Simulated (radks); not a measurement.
He, configuration 1s1 3p1 (not the ground configuration).

Calculated with a radial shooting solver on a logarithmic mesh with Libxc functionals: Dirac Kohn-Sham, PBE, spin-unpolarised, spherical densities, point nucleus; open shells are shared between the two j in proportion to 2j + 1.

Energy parts (eV):
part                    energy
total                  -53.527
kinetic                 53.060
electron-nucleus      -112.251
Hartree                 20.772
exchange-correlation   -15.109

Orbitals (lengths in bohr, moments of r in powers of bohr; r(90%) holds 90 % of the orbital's charge):
| orbital | occ. | eigenvalue (eV) | r(90%) |
|---|---|---|---|
| 1s1/2 | 1 | -35.8798 | 1.41 |
| 3p1/2 | 0.333333 | -0.9873 | 16.0 |
| 3p3/2 | 0.666667 | -0.9873 | 16.0 |

The highest occupied level is 3p3/2 at -0.987 eV. Summed over all electrons, <r^2> = 141.2 bohr^2, which gives a Langevin (diamagnetic) susceptibility term of -112 x 10^-6 cm^3/mol. The density falls to 0.001 e/bohr^3 at r = 2.28 bohr.
